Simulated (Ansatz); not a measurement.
`C[N]=[Mo]([NH2])(=[O])[N](C)C`, relaxed with RKS PBE-D4/def2-SVP in the Gaussian-basis code of Ansatz from a rough embedded geometry. The force threshold is 0.03 eV/Å; the program also tests the step.

The species carries charge 0 and has multiplicity 1. Mo takes the def2 core potential.

Start:

```xyz
19

C    -0.176    0.963    3.184
N    -0.020    1.265    1.764
Mo   -0.611   -0.019    0.528
N     0.367   -1.906    0.815
O    -2.419   -0.318    0.746
N    -0.250    0.648   -1.475
C     1.185    0.595   -1.668
C    -0.929   -0.313   -2.400
H     0.277    1.875    3.700
H    -1.209    0.870    3.411
H     0.436    0.106    3.439
H     1.424   -1.633    0.957
H     0.376   -2.367   -0.028
H     1.632   -0.394   -1.481
H     1.675    1.297   -0.916
H     1.470    0.953   -2.719
H    -0.709   -0.011   -3.458
H    -0.528   -1.330   -2.200
H    -1.990   -0.281   -2.199
```

| step | energy (eV) | largest force (eV/Å) | largest move (Å) |
| --- | --- | --- | --- |
| 1 | -11645.9833 | 5.360 | 0.000 |
| 2 | -11647.7980 | 1.428 | 0.198 |
| 3 | -11648.1529 | 2.043 | 0.195 |
| 4 | -11648.3777 | 1.264 | 0.193 |
| 5 | -11648.5396 | 0.677 | 0.196 |
| 6 | -11648.6599 | 0.406 | 0.194 |
| 7 | -11648.7317 | 0.187 | 0.200 |
| 8 | -11648.7823 | 0.255 | 0.195 |
| 9 | -11648.8045 | 0.411 | 0.195 |
| 10 | -11648.8226 | 0.185 | 0.108 |
| 11 (rejected) | -11648.8075 | 0.508 | 0.142 |
| 12 | -11648.8290 | 0.035 | 0.070 |
| 13 | -11648.8299 | 0.047 | 0.039 |
| 14 | -11648.8305 | 0.022 | 0.047 |
| 15 | -11648.8308 | 0.020 | 0.030 |

End:

```xyz
19

C     0.045    1.303    2.851
N     0.142    0.420    1.736
Mo   -0.607   -0.612    0.522
N     0.118   -2.409    0.822
O    -2.324   -0.661    0.561
N    -0.030    0.111   -1.203
C     1.113    0.971   -1.441
C    -0.718   -0.298   -2.415
H     0.535    2.277    2.620
H    -1.007    1.512    3.154
H     0.577    0.878    3.732
H     0.947   -2.634    1.377
H    -0.335   -3.263    0.481
H     1.905    0.449   -2.031
H     1.557    1.296   -0.482
H     0.817    1.879   -2.021
H    -1.050    0.589   -3.007
H    -0.062   -0.915   -3.076
H    -1.621   -0.896   -2.177
```

It took 48 s on 4 threads of an AMD EPYC 7R13 on a shared host and a share of an NVIDIA H100 80 GB, with 0.85 GiB of host memory at the peak.
